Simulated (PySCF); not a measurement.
# Os³³⁺: ionisation energy

Os³³⁺ [Kr] 4d7 [4d3/2^4 4d5/2^3, M_J = 9/2] → Os³⁴⁺ [Kr] 4d6 [4d3/2^4 4d5/2^2, M_J = 4], as a difference of total energies. Calculation: PySCF 2.14, in an even-tempered Gaussian basis (17 s from 3.3 bohr⁻², ratio 2.8; 14 p from 4.3 bohr⁻², ratio 2.8; 9 d from 4.3 bohr⁻², ratio 2.8; 3 f from 19 bohr⁻², ratio 3); the two-component X2C-1e Hamiltonian. Correlated levels: [Ar] 3d10 frozen; the 92 highest virtual spinors dropped. "Screened" scales the spin-orbit matrix elements by Boettger's factors to mimic the two-electron term; Breit and QED terms are absent.

```tsv
method	ionisation energy (eV)
GHF (spin-free)	1423.0
GMP2 (spin-free)	1423.3
GHF (screened spin-orbit)	1419.2
GMP2 (screened spin-orbit)	1419.2
```

Breit and QED terms and the two-electron picture change are absent.

The spin-free rows relax to the high-spin LS determinant and lack the spin-orbit shift.

The labels give the starting determinants; with spin-orbit coupling the two ends relaxed to ⟨J²⟩ = 24.75, ⟨L²⟩ = 15.57, ⟨S²⟩ = 2.70 and ⟨J²⟩ = 20.01, ⟨L²⟩ = 11.93, ⟨S²⟩ = 3.25.

For comparison: 1420 ± 5 eV (theoretical estimate listed by NIST; NIST Atomic Spectra Database, ionization energies).
